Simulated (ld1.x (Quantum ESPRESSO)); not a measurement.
Varying the RRKJ potential for F

Base potential:

* Element: F
* Generator: ld1.x (Quantum ESPRESSO) 7.5
* Type: norm-conserving RRKJ (Kleinman–Bylander form)
* Functional: LDA (PZ)
* Relativity: scalar-relativistic
* Frozen core: [He]
* Valence charge: 7
* Reference configuration: 2s2 2p3 (charge +2)
* Partial waves: 2p (bound): rc 1.60 bohr; 3d channel at 0.5 Ry: rc 1.75 bohr; 2s (bound): rc 0.80 bohr
* Local potential: the s channel
* Core correction: a·sin(br)/r model core inside 0.55 bohr

Cutoffs, loose and tight: the cutoffs (Ry, on a coarse ladder) from which the occupation-weighted sum of valence levels, in a spherical-Bessel basis at the reference potential, stays within 10 and 1 mRy of its value at 400 Ry. They do not see the model core or the augmentation charge, which bear on the density cutoff. Test errors are all-electron minus pseudo excitation energies from the reference, over the configurations 2s2 2p5; 2s2 2p4; 2s2 2p2; 2s2 2p1; 2s2 2p5.3; 2s1 2p6; 2s2 2p4.5 (two spin-polarised tests are not counted in the largest error). A dash means not determined; rows that change the core or the reference have their own tests.

| change | outcome | cutoff, loose | cutoff, tight | bound ghosts | largest test error (meV) |
| --- | --- | --- | --- | --- | --- |
| base | generated | 140 Ry | 230 Ry | none | +2592 |
| wave 2p (bound): rc 1.60 bohr becomes 2p (bound): rc 1.00 bohr | generated | 140 Ry | 230 Ry | none | +435 |
| wave 2p (bound): rc 1.60 bohr becomes 2p (bound): rc 1.22 bohr | generated | 140 Ry | 230 Ry | none | +921 |
| wave 2p (bound): rc 1.60 bohr becomes 2p (bound): rc 1.38 bohr | generated | 140 Ry | 230 Ry | none | +1491 |
| wave 2p (bound): rc 1.60 bohr becomes 2p (bound): rc 1.48 bohr | generated | 140 Ry | 230 Ry | none | +1975 |
| wave 2p (bound): rc 1.60 bohr becomes 2p (bound): rc 1.66 bohr | generated | 140 Ry | 230 Ry | none | +2829 |
| wave 2p (bound): rc 1.60 bohr becomes 2p (bound): rc 1.82 bohr | generated | 140 Ry | 230 Ry | none | +3957 |
| wave 2p (bound): rc 1.60 bohr becomes 2p (bound): rc 1.94 bohr | generated | 140 Ry | 230 Ry | none | +4631 |
| wave 2p (bound): rc 1.60 bohr becomes 2p (bound): rc 2.08 bohr | generated | 140 Ry | 230 Ry | none | +5785 |
| wave 2p (bound): rc 1.60 bohr becomes 2p (bound): rc 2.30 bohr | generated | 140 Ry | 230 Ry | none | +7582 |
| wave 2p (bound): rc 1.60 bohr becomes 2p (bound): rc 2.42 bohr | generated | 140 Ry | 230 Ry | none | +8584 |

Reading the sweep of the p radius (base included, trends over the rows without a ghost): The loose cutoff stays near 140 Ry. The median size of the test errors (rows with all tests solved) rises from 56.1 meV at 1 to 3188.7 meV at 2.42 bohr. More of the atom is replaced by a form fitted at one configuration, so other configurations suffer as the radius grows.
